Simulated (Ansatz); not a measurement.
CH5BFNO can be A, `NC(O)BF`, or B, `CNB(O)F`.

Isolated molecules relaxed with PBE0-D4/def2-TZVP in Ansatz; ΔE leaves out vibrations. CCSD(T)/CBS adds triple-zeta CCSD(T) − MP2 to the extrapolated MP2 energy (def2 sets, frozen cores). DFT in def2-TZVPP. B3LYP here is the variant with VWN-RPA as its local correlation; programs differ in this. One conformer a species, not always the lowest.

(1) Which is lower in electronic energy at CCSD(T)/CBS, and by how much? (Estimate.)

(2) Give E(B) − E(A) in kJ/mol with CCSD/def2-TZVPP, r2SCAN-D4, PBE0-D4, B3LYP-D4, ωB97M-V, HF/def2-TZVPP, B2PLYP. (Best estimate.)

Largest T1 diagnostic: 0.013.

Results:

(1) Ansatz gave: B, by 315.5 kJ/mol.

(2) The calculation gave: CCSD/def2-TZVPP -317.5, r2SCAN-D4 -314.7, PBE0-D4 -310.9, B3LYP-D4 -313.4, ωB97M-V -313.4, HF/def2-TZVPP -329.3, B2PLYP -316.7. None reverses the order clearly.

In def2-TZVPP, CCSD(T) changes the Hartree–Fock value by +15.3 kJ/mol (the triples alone add +3.4 kJ/mol) and MP2 by +8.6 kJ/mol. From PBE to PBE0 (25 % exact exchange), in def2-TZVPP and without D4, E(B) − E(A) moves by −11.8 kJ/mol.
